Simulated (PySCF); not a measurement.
Solvent effects on NMR parameters

Cartesian coordinates in Å; atom numbers follow the order of the lines, from 1:
```xyz
15

C    -1.925   -0.558   -0.032
C    -1.789    0.857    0.156
C    -0.564    1.460    0.218
C     0.600    0.646    0.089
C     1.956    0.892    0.098
O     2.623   -0.260   -0.071
C     1.750   -1.272   -0.190
C     0.463   -0.785   -0.101
C    -0.834   -1.374   -0.159
H    -2.929   -0.987   -0.074
H    -2.695    1.461    0.251
H    -0.472    2.539    0.361
H     2.557    1.791    0.209
H     2.170   -2.264   -0.330
H    -0.949   -2.450   -0.302
```

GIAO PBE0/pcSseg-1 in PySCF 2.14.0 with density-fitted response routines on one PBE0-D3(BJ)/def2-SVP conformer, non-relativistic, equivalent nuclei averaged. Solvents enter as an IEF-PCM continuum (dichloromethane with ε = 8.9, water with ε = 78.4) around the gas-phase geometry. Shifts are referred to TMS computed in the same medium.

Gas phase, δ in ppm: C5/C7 137.8, C1/C2 129.7, C4/C8 128.3, C3/C9 124.8, H13/H14 8.04, H12/H15 7.61, H10/H11 7.06. Dipole moment 0.28 D.

Problem. How does each δ change in the continuum?

Solution. 
| atoms | environment | Δδ, dichloromethane | Δδ, water |
| --- | --- | --- | --- |
| C5/C7 | aromatic CH next to the ring oxygen | +2.3 | +2.8 |
| C1/C2 | aromatic CH | +1.2 | +1.5 |
| C4/C8 | ring-fusion aromatic carbon | +0.2 | +0.2 |
| C3/C9 | aromatic CH | +1.4 | +1.7 |
| H13/H14 | hydrogen on an aromatic CH next to the ring oxygen | +0.25 | +0.30 |
| H12/H15 | hydrogen on an aromatic CH | +0.23 | +0.27 |
| H10/H11 | hydrogen on an aromatic CH | +0.19 | +0.23 |

Changes are relative to the gas phase. The dipole moment becomes 0.30 D in dichloromethane, 0.30 D in water.

Problem. Which nuclei move most (in ppm), and what does the model miss?

Solution. C5/C7 (aromatic CH next to the ring oxygen, +2.8 ppm) in water. A continuum only polarises the solute; specific hydrogen bonds, the anisotropy of aromatic solvents and changes of geometry or conformer are outside it.
